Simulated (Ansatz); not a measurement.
The lowest singlet and triplet of FHSi (SMILES F[SiH]); geometries from B3LYP-D3(BJ)/def2-TZVP, each state relaxed from the structure named, with no frequency check.
Singlet (charge 0, multiplicity 1):
```xyz
3

F      0.844    -0.575     0.000
Si    -0.435     0.419     0.000
H     -1.509    -0.682     0.000
```
Triplet (charge 0, multiplicity 3):
| atom | x (Å) | y (Å) | z (Å) |
|---|---|---|---|
| F | 0.9261 | -0.4626 | 0.0000 |
| Si | -0.4757 | 0.3370 | 0.0000 |
| H | -1.6752 | -0.5540 | 0.0000 |

A positive gap puts the triplet lower; no zero-point energy. R- takes a restricted singlet. U- takes an unrestricted singlet (broken symmetry where lower, unprojected). The triplet is unrestricted in single-reference levels. Active spaces average the two states.

Correlated levels freeze the cores.

The values were computed with Ansatz (Gaussian basis) for Hartree–Fock, density functionals and correlated methods. Each number belongs to the level named beside it.

| level | gap E(singlet) − E(triplet), adiabatic (kJ/mol) |
|---|---|
| R-r2SCAN/def2-TZVPP | -120.2 |
| R-B3LYP/def2-TZVPP | -159.9 |
| U-B3LYP/def2-TZVPP | -159.9 |
| U-PBE0/def2-TZVPP | -137.8 |
| R-MP2/cc-pV(T+d)Z | ___ |
| R-CCSD/cc-pV(T+d)Z | -159.7 |
| SA-CASSCF(2,2)/cc-pV(D+d)Z | -140.2 |
| SA-CASSCF(2,2)/cc-pV(T+d)Z | -139.6 |
| SA-CASSCF(2,2)/cc-pV(Q+d)Z | -138.4 |

Q: Fill in the missing entries.

A: 
- R-MP2/cc-pV(T+d)Z, gap E(singlet) − E(triplet), adiabatic (kJ/mol): -147.8

Doubts at one or more of the structures used: a restricted determinant that unrestricted orbitals would lower (R-MP2/cc-pV(T+d)Z, R-CCSD/cc-pV(T+d)Z).

Ansatz is a first-principles code.
